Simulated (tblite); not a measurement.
C5H7FNP.
SMILES with atom numbers: `[CH3:1][c:2]1[cH:3][n:4]([CH3:5])[c:6]([F:7])[p:8]1` (hydrogens: H9, H10, H11 on C1; H12 on C3; H13, H14, H15 on C5)

Computed with GFN2-xTB (tblite), gas phase: L-BFGS steps from a force-field or distance-geometry start until the largest atomic force falls under 0.01 eV/Å.

Step 11: E = -665.1328 eV
```
atom  x, y, z in Å  |  force x, y, z in eV/Å
C1      2.6600    0.0181   -0.0839   -0.040  -0.006  -0.001
C2      1.2183    0.4097   -0.0645   -0.023  -0.022   0.011
C3      0.2065   -0.5005   -0.0291    0.024  -0.054   0.035
N4     -1.0394    0.0425    0.0031   -0.075  -0.069   0.000
C5     -2.2382   -0.7507    0.0968   -0.009  -0.011   0.001
C6     -0.9826    1.3906   -0.0025   -0.016  -0.061   0.002
F7     -2.1564    2.0418    0.0401   -0.017   0.034  -0.016
P8      0.5955    2.0722   -0.0634    0.046   0.049   0.006
H9      3.2026    0.5033    0.7264   -0.003  -0.009  -0.044
H10     3.1319    0.2994   -1.0250   -0.013   0.019   0.033
H11     2.7311   -1.0622    0.0355    0.104   0.037  -0.006
H12     0.3036   -1.5717   -0.0160    0.020   0.000  -0.007
H13    -3.0883   -0.2110   -0.3175    0.036   0.061  -0.009
H14    -2.0924   -1.6754   -0.4615   -0.041   0.011   0.002
H15    -2.4565   -0.9981    1.1397    0.007   0.020  -0.005
```

Step 12: E = -665.1340 eV
```
atom  x, y, z in Å  |  force x, y, z in eV/Å
C1      2.6591    0.0192   -0.0840   -0.021  -0.009   0.005
C2      1.2169    0.4063   -0.0631   -0.006   0.020   0.011
C3      0.2056   -0.5036   -0.0269    0.042  -0.033   0.021
N4     -1.0399    0.0403    0.0034   -0.039  -0.058  -0.004
C5     -2.2377   -0.7500    0.0964   -0.055  -0.030   0.007
C6     -0.9825    1.3878   -0.0030    0.008  -0.028   0.003
F7     -2.1536    2.0435    0.0389   -0.034   0.016  -0.016
P8      0.5955    2.0691   -0.0633    0.049   0.057   0.007
H9      3.2025    0.5049    0.7255   -0.011  -0.003  -0.042
H10     3.1290    0.3035   -1.0253   -0.014   0.009   0.032
H11     2.7333   -1.0603    0.0359    0.110   0.018  -0.014
H12     0.3070   -1.5736   -0.0170   -0.002  -0.029   0.000
H13    -3.0857   -0.2079   -0.3165    0.002   0.073  -0.028
H14    -2.0963   -1.6749   -0.4612   -0.030  -0.009  -0.014
H15    -2.4576   -0.9964    1.1382    0.001   0.007   0.033
```

Question: Estimate the geometry and energy of step 13. (The exact step hangs on the optimiser's Hessian estimate; all steps are aligned on step 12, rigid shifts and turns removed.)

Answer: E = -665.1351 eV, largest force 0.105 eV/Å
```
atom  x, y, z in Å  |  force x, y, z in eV/Å
C1      2.6578    0.0203   -0.0841    0.009  -0.008   0.007
C2      1.2154    0.4034   -0.0613    0.010   0.043   0.012
C3      0.2052   -0.5073   -0.0243    0.039  -0.002   0.006
N4     -1.0405    0.0371    0.0037    0.012  -0.026  -0.005
C5     -2.2385   -0.7498    0.0962   -0.081  -0.032   0.009
C6     -0.9821    1.3846   -0.0035    0.025   0.011   0.003
F7     -2.1509    2.0453    0.0374   -0.031  -0.015  -0.017
P8      0.5962    2.0666   -0.0630    0.020   0.036   0.009
H9      3.2023    0.5066    0.7239   -0.012   0.010  -0.025
H10     3.1257    0.3079   -1.0250   -0.012   0.004   0.017
H11     2.7376   -1.0580    0.0360    0.103  -0.008  -0.021
H12     0.3104   -1.5762   -0.0179   -0.019  -0.051   0.008
H13    -3.0831   -0.2033   -0.3160   -0.027   0.073  -0.038
H14    -2.1010   -1.6746   -0.4612   -0.026  -0.028  -0.026
H15    -2.4589   -0.9946    1.1373   -0.010  -0.007   0.060
```

The energy changes by -0.0011 eV. The first-order estimate −F·Δx gives -0.0015 eV and the mean of the old and new forces, exact on a quadratic surface, -0.0011 eV. The step makes an angle of 61° with the force vector and moves no atom by more than 0.006 Å.

The cost below is that of the whole relaxation. The run took 0.18 s on one thread of an Arm Neoverse V1, shared host with 32 logical CPUs at a one-minute load of 24.
